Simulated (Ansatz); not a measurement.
Basis-set extrapolation for B$_{2}$H$_{7}$NSSi (PBE0-D4/def2-TZVP geometry, frozen core, Ansatz). Multiplicity 1, RHF reference.

```
                      def2-TZVPP   def2-QZVPP
                 HF  -794.424627  -794.449638
    MP2 correlation    -0.746345    -0.799748
CCSD(T) correlation    -0.839287      not run
```

Energies in hartree. Use E(X) = E(∞) + A·exp(−7.88·√X) for Hartree–Fock and E(X) = E(∞) + B·X^(−2.97) for correlation, with X = 3 and 4, and add CCSD(T) minus MP2 of the smaller set to the MP2 limit.

Task: What is the CCSD(T) energy at the basis-set limit?

Result: HF limit: -794.449638 + (-0.025011) × 0.13774 = -794.45308. MP2 limit: -0.799748 + (-0.053403) × 0.74074 = -0.83931. Higher-order term: -0.839287 − (-0.746345) = -0.09294. Total: -795.38533 hartree, 318.8 kJ/mol below CCSD(T)/def2-TZVPP.
